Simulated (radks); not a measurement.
Valence configurations of Sb III (all share [Kr]). Calculated with a radial shooting solver on a logarithmic mesh with Libxc functionals: Dirac Kohn-Sham, BLYP, spin-unpolarised, spherical densities, finite nucleus; open shells fill j = l - 1/2 first; Fermi nuclear charge, rms radius 4.6802 fm. Energies are relative to 4d10 5s2 5p1; eigenvalues in eV.

valence           E (eV)  e(4d3/2)  e(4d5/2)  e(5p1/2)  e(5p3/2)  e(5s1/2)
4d10 5s2 5p1       0.000   -52.174   -50.921   -20.582         -   -29.271
4d9 5s2 5p2       32.620   -58.602   -57.289   -22.378         -   -31.664
4d10 5s1 5p2       8.753   -53.374   -52.117   -21.171         -   -29.987
4d10 5s1.5 5p1.5   4.361   -52.779   -51.524   -20.880         -   -29.633
4d8 5s2 5p3       70.961   -65.263   -63.889   -24.230   -23.106   -34.107
4d9.5 5s2 5p1.5   15.738   -55.392   -54.109   -21.491         -   -30.484
4d8 5s1 5p4       82.040   -66.567   -65.189   -24.865   -23.711   -34.866
4d9 5p4           53.521   -61.318   -59.996   -23.708   -22.650         -
4d8.5 5s1 5p3.5   61.908   -63.276   -61.928   -23.968   -22.878   -33.686
4d7.5 5s1 5p4.5   103.39   -69.855   -68.446   -25.747   -24.529   -36.025

NIST lists [Kr] 4d10 5s2 5p1 as the ground configuration; this level of theory agrees among the configurations tried. The energies are those of spherical spin-averaged densities, not of single terms.
